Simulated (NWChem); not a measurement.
Basis-set convergence for H₂GeO₂

```xyz
5

Ge     0.0000     0.0000     0.4286
O     -1.3185     0.0000    -0.8113
H     -2.1883     0.0000    -0.3672
O      1.3185     0.0000    -0.8113
H      2.1883     0.0000    -0.3672
```
Charge 0, spin multiplicity 1.

Program: NWChem. All single points use one geometry, from PBE/def2-SVP, a minimum by its harmonic frequencies. It is one conformer; others weren't searched.

Quantity: dipole moment at the level PBE0.

The Hamiltonian is non-relativistic. The Pople sets run with spherical d functions. The structure started from a generated list of species.

| basis | functions | dipole moment (D) |
|---|---|---|
| STO-3G | 30 | 1.22 |
| 6-31G* | 64 | ___ |
| def2-SVP | 70 | 2.61 |
| 6-311G** | 92 | ___ |
| aug-cc-pVDZ | 100 | 2.70 |
| def2-SVPD | 100 | ___ |
| def2-TZVPP | 138 | 2.72 |
| aug-cc-pVTZ | 197 | 2.70 |
| cc-pVQZ | 238 | 2.65 |
| def2-QZVP | 249 | 2.72 |

**Question.** Some entries are withheld; supply them.

**Answer.** 
- 6-31G*, dipole moment (D): 2.67
- 6-311G**, dipole moment (D): 2.85
- def2-SVPD, dipole moment (D): 2.81
